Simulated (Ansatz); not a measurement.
Start from `[F][GeH]1[O][SiH2]1` and change one atom or group to get `[NH2][GeH]1[O][SiH2]1`.

Ansatz, PBE0-D4/def2-TZVP geometries, multiplicity 1. Each molecule was computed in one conformer, which needn't be the lowest.

Scalar relativity is left out up to krypton.

```json
{"property": "LUMO energy (B3LYP/def2-TZVPP) / eV", "`[F][GeH]1[O][SiH2]1`": "-1.87"}
{"property": "HOMO energy (B3LYP/def2-TZVPP) / eV", "`[F][GeH]1[O][SiH2]1`": "-7.20"}
{"property": "HOMO–LUMO gap (ωB97M-V/def2-TZVPP) / eV", "`[F][GeH]1[O][SiH2]1`": "9.64"}
{"property": "HOMO energy (ωB97M-V/def2-TZVPP) / eV", "`[F][GeH]1[O][SiH2]1`": "-9.44"}
{"property": "size of the dipole moment (ωB97M-V/def2-TZVPP) / D", "`[F][GeH]1[O][SiH2]1`": "2.92"}
{"property": "HOMO–LUMO gap (PBE/def2-TZVPP) / eV", "`[F][GeH]1[O][SiH2]1`": "3.79"}
```

(1) What does the change do to each property? (Best estimate.)

Answers

(1) Ansatz gave: 
```json
{"property": "LUMO energy (B3LYP/def2-TZVPP) / eV", "`[NH2][GeH]1[O][SiH2]1`": "-1.11", "shift": "0.76"}
{"property": "HOMO energy (B3LYP/def2-TZVPP) / eV", "`[NH2][GeH]1[O][SiH2]1`": "-6.37", "shift": "0.83"}
{"property": "HOMO–LUMO gap (ωB97M-V/def2-TZVPP) / eV", "`[NH2][GeH]1[O][SiH2]1`": "9.55", "shift": "-0.09"}
{"property": "HOMO energy (ωB97M-V/def2-TZVPP) / eV", "`[NH2][GeH]1[O][SiH2]1`": "-8.65", "shift": "0.79"}
{"property": "size of the dipole moment (ωB97M-V/def2-TZVPP) / D", "`[NH2][GeH]1[O][SiH2]1`": "2.76", "shift": "-0.16"}
{"property": "HOMO–LUMO gap (PBE/def2-TZVPP) / eV", "`[NH2][GeH]1[O][SiH2]1`": "3.73", "shift": "-0.06"}
```

With PBE0 the HOMO rises by 0.81 eV and the LUMO rises by 0.75 eV, so the gap narrows by about 0.06 eV. PBE moves the HOMO by 0.81 eV and ωB97M-V by 0.79 eV. The zero-point energy changes by 61.3 kJ/mol with +6 modes. Dipoles are sizes alone; their direction can turn.

B3LYP here is the variant with VWN-RPA as its local correlation; programs differ in this.
